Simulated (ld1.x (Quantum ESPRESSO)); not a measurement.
**carbon: excitation energies, all-electron against TM**

```
Element                 : C (Z = 6)
Generator               : ld1.x (Quantum ESPRESSO) 7.5
Type                    : norm-conserving Troullier–Martins (Kleinman–Bylander form)
Functional              : BLYP
Relativity              : fully relativistic
Frozen core             : [He]
Valence charge          : 4
Reference configuration : 2s2 2p2
Partial waves           : 2s (bound): rc 0.80 bohr; 2p (bound): rc 2.95 bohr; 3d channel at 0.4 Ry: rc 2.80 bohr
Local potential         : the d channel
Core correction         : a·sin(br)/r model core, default radius (core density twice the valence density)
```

Open shells are filled in proportion to 2j + 1 (rel_dist='average').

Energies are relative to the spin-unpolarised reference configuration 2s2 2p2; without spin polarisation the order of configurations can differ from experiment. The d channel is local and has no spin–orbit splitting in the pseudo-atom.

```
valence configuration  charge  ΔE all-electron (eV)  error AE − PS (meV)
              2s2 2p1      +1                10.829                 +146
              2s2 2p0      +2                35.005                +1156
              2s1 2p2      +1                19.474                 -133
            2s2 2p2.3    -0.3                -1.144                 +2.7
              2s0 2p4       0                16.809                 -120
              2s1 2p3       0                 8.389                  -32
```

(1) What are ΔE and the potential's error for 2s1 2p0?

Levels in the configuration 2s2 2p2.3:

| level | all-electron (eV) | pseudo (eV) |
| --- | --- | --- |
| 2s j=1/2 | -10.688 | -10.675 |
| 2p j=1/2 | -2.460 | -2.473 |
| 2p j=3/2 | -2.452 | -2.465 |

## Answers

(1) ΔE = 83.159 eV all-electron; the error (AE − PS) is +2178 meV.
